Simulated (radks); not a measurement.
The numbers below are computed, except where a source is named.
Problem. Sm I, configuration [Xe] 4f4.5 5d1.5 6s2 (fractional occupations, a model configuration). Level of theory: scalar-relativistic Kohn-Sham, BLYP, spin-unpolarised, spherical densities, finite nucleus; Fermi nuclear charge, rms radius 5.0819 fm (a radial shooting solver on a logarithmic mesh with Libxc functionals). Some entries of the table are withheld. Estimate them.

| orbital | occ. | eigenvalue (eV) | <r^2> (bohr^2) | <r> (bohr) |
|---|---|---|---|---|
| 1s | 2 | -46687.68 | 0.0007049 | 0.02274 |
| 2s | 2 | -7638.229 | 0.01111 | 0.09701 |
| 2p | 6 | -6815.497 | (1) | 0.08547 |
| 3s | 2 | -1682.644 | 0.07429 | 0.2550 |
| 3p | 6 | -1425.426 | 0.07438 | 0.2533 |
| 3d | 10 | -1076.834 | 0.06277 | 0.2310 |
| 4s | 2 | (2) | 0.3767 | 0.5778 |
| 4p | 6 | -257.9020 | 0.4246 | 0.6111 |
| 4d | 10 | (3) | 0.5135 | 0.6656 |
| 5s | 2 | -48.2162 | 2.124 | 1.375 |
| 5p | 6 | -27.1092 | 2.901 | 1.599 |
| 4f | 4.5 | -10.8168 | 1.031 | 0.8926 |
| 6s | 2 | -3.9963 | 18.34 | 4.013 |
| 5d | 1.5 | (4) | 8.953 | 2.708 |

Solution. 
(1) 2p <r^2> (bohr^2): 0.008917
(2) 4s eigenvalue (eV): -342.6917
(3) 4d eigenvalue (eV): -138.8469
(4) 5d eigenvalue (eV): -3.0876
